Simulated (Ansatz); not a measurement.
`FB(S)S` + H₂ → `FBS` + H₂S at 600 K and 1 bar (hydrogenolysis of a B–S bond).

Program: Ansatz. Geometries: PBE0-D4/def2-TZVP. ΔE: electronic, gas phase. CBS: MP2 limit from def2 TZ/QZ plus the TZ coupled-cluster correction, frozen cores. This one scheme is used for every species. One conformer a species, not always the lowest.

```tsv
species	CCSD(T)/CBS energy (Eh)	H − E (kJ/mol)	S (J/(mol·K))
`FB(S)S`	-921.45384	113.2	367.5
H₂	-1.17544	43.9	150.8
`FBS`	-523.64132	98.7	314.3
H₂S	-398.97279	60.8	230.9
```

H − E and S are ideal-gas, rigid-rotor, harmonic terms from PBE0-D4/def2-TZVP, for one conformer and one mirror image of each species. The MP2-based limit puts H₂ 0.8 mEh under its directly extrapolated value; such offsets cancel only in part. 1 Eh = 2625.50 kJ/mol, R = 8.31446 J/(mol·K).

By hand: ΔE, ΔH, ΔS and ΔG.

ΔE = (-523.64132) + (-398.97279) − (-921.45384) − (-1.17544) = 0.01517 Eh = 39.8 kJ/mol. Δ(H − E) = 98.7 + 60.8 − 113.2 − 43.9 = 2.4, so ΔH = 42.2 kJ/mol. ΔS = 314.3 + 230.9 − 367.5 − 150.8 = 26.9 J/(mol·K). ΔG = 42.2 − 600 × (26.9)/1000 = 26.1 kJ/mol.

By hand: the equilibrium constant, and the temperature at which ΔG would vanish if ΔH and ΔS stayed fixed.

log₁₀ K = −ΔG/(RT ln 10) = -2.3. ΔG = 0 at ΔH/ΔS = 1569 K.

TΔS isn't small against ΔH here. A doubt of 5 kJ/mol in ΔE shifts log₁₀ K by 0.4 here. Other conformers and mirror images would add mixing entropy, several J/(mol·K) or more a flexible species. These are equilibria of isolated gas molecules and say nothing of rates. Largest T1 diagnostic: 0.014 (customary marks: 0.02 for closed shells, 0.045 for open ones).
